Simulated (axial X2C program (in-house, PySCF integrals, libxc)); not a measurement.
# Testing model relations on KBr⁺

A bond curve at the CCSD(T) level, with spin–orbit coupling, was computed with an axial X2C code built on PySCF integrals (basis Br dyall-cv3z [8s9p6d4f1g], K dyall-cv3z [11s12p6d3f] (cores contracted in-house)) for the state Ω = 3/2 (⟨Sz⟩ = 0.50, ⟨Lz⟩ = 1.00 at HF). Its fit gives Re = 3.3737 Å, ωe = 88.6 cm⁻¹, ωexe = 1.28 cm⁻¹ and αe = 8.155e-04 cm⁻¹; the masses are 78.9183 and 38.9637 u. Two-component means X2C with spin–orbit coupling and atomic mean-field Coulomb and Gaunt terms.

Correlated methods: 15 electrons correlated (number of frozen shells: Br 3 s, 2 p, 1 d; K 2 s, 1 p), 253 virtual spin orbitals or spinors in MP2, 90 natural virtuals in coupled cluster.

Find the reduced mass, Be and the force constant.

From the CCSD(T) values: μ = 26.0850 u. Be = 16.8576/(μ Re²) = 0.05678 cm⁻¹. k = 5.8918×10⁻⁷ μ ωe² = 0.121 mdyn/Å.

Estimate De from a Morse curve and compare with the computed well depth of 0.222 eV to Br + K+.

De(Morse) = ωe²/(4ωexe) = 0.190 eV against 0.222 eV computed, a ratio of 0.86. For De the Morse form works well here.

Where do the fundamental and the first overtone lie?

ν(1←0) = ωe − 2ωexe = 86.0 cm⁻¹; ν(2←0) = 2ωe − 6ωexe = 169.5 cm⁻¹.

Estimate the centrifugal constant by the Kratzer relation.

D = 4Be³/ωe² = 9.33e-08 cm⁻¹.

A Morse curve ties αe to the other constants (Pekeris). How well does that hold?

αe(Morse) = 6Be²/ωe × (√(ωexe/Be) − 1) = 8.183e-04 cm⁻¹; the CCSD(T) curve gives 8.155e-04 cm⁻¹, a ratio of 1.00.

The state is a single determinant with fixed occupations, the lowest that a limited PBE0 search found. Dissociation energies refer to the lowest single-determinant-based atoms at the same level and basis. CCSD and (T) use frozen natural virtuals with an MP2 correction for the truncation; (T) itself is uncorrected, so its De runs slightly low. Other states lie close and PBE0, whose exact exchange favours high spin, may order them wrongly; the determinant shown need not be the ground state. The nearest other 2c determinant of the search, Ω = 1/2, lies 0.20 eV up at the distance of the search. The bond is weak, and without diffuse functions and with truncated virtuals even CCSD(T) can be tens of per cent off in De.
